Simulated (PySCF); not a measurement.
## AsN(OH)₂, singlet: structure and spectrum

Computed with PBE/[As def2-SVP, N def2-SVP, O def2-SVP, H def2-SVP], no relativity, density fitting, PySCF.

The structure is a minimum.

```json
{
 "Point group": "Cs",
 "Bond lengths": "As–N 1.764 Å, As–O 1.802 Å, N–O 1.381 Å, O–H 0.977 Å, O–H 0.985 Å",
 "Bond angles": "As–N–O 116.2°, As–O–H 105.5°, H–O–N 102.6°, N–As–O 94.5°",
 "Principal quadrupole moments (Buckingham, traceless) about the centre of mass": "-4.13, -2.71, 6.84 D Å",
 "Dipole moment": "1.85 D",
 "Heat capacity Cp at 298.15 K": "77.5 J/(mol K)",
 "Highest occupied level": "-5.19 eV",
 "Enthalpy at 298.15 K above 0 K": "15.97 kJ/mol",
 "Atomisation energy without zero-point energy": "1948 kJ/mol",
 "Rotational symmetry number": "1",
 "Principal polarisabilities": "23.9, 37.3, 63.3 bohr³",
 "Lowest empty level": "-2.59 eV",
 "Zero-point energy": "81.5 kJ/mol",
 "Entropy at 298.15 K and 1 bar": "307.5 J/(mol K)",
 "Rotational constants": "0.4641, 0.1077, 0.08743 cm⁻¹"
}
```

Harmonic modes (masses in u: As 74.922, N 14.003, O 15.995, H 1.008):
| symmetry | ω (cm⁻¹) | IR (km/mol) | μ (u) |
| --- | --- | --- | --- |
| a' | 186 | 5.3 | 6.05 |
| a'' | 242 | 2.9 | 9.86 |
| a' | 368 | 17.7 | 8.85 |
| a'' | 414 | 227 | 1.14 |
| a'' | 451 | 6.1 | 1.11 |
| a' | 664 | 74.4 | 14.43 |
| a' | 700 | 19.9 | 8.02 |
| a' | 962 | 45.0 | 1.16 |
| a' | 1034 | 243 | 6.63 |
| a' | 1357 | 32.8 | 1.24 |
| a' | 3582 | 33.2 | 1.07 |
| a' | 3658 | 130 | 1.07 |

Charges (e):
```
atom  Mulliken  Löwdin  polar tensor  Mayer order to As1
 As1      0.48    0.36          0.55                   –
  N2     -0.30   -0.25          0.07                1.69
  O3     -0.17   -0.05         -0.58                0.18
  O4     -0.38   -0.22         -0.59                1.03
  H5      0.20    0.09          0.32                0.02
  H6      0.18    0.07          0.23                0.04
```
Other Mayer orders above 0.3: N–O 1.01, O–H 0.94, O–H 0.97.

Mulliken populations on As1: s 7.89, p 14.44, d 10.19.

Other isomers or separated fragments may lie lower.

The final relaxation and frequency run took 90 s on 2 threads of a shared Arm Neoverse V1 host, with 84 basis functions and 28 gradients; the process peaked at 1.2 GiB.
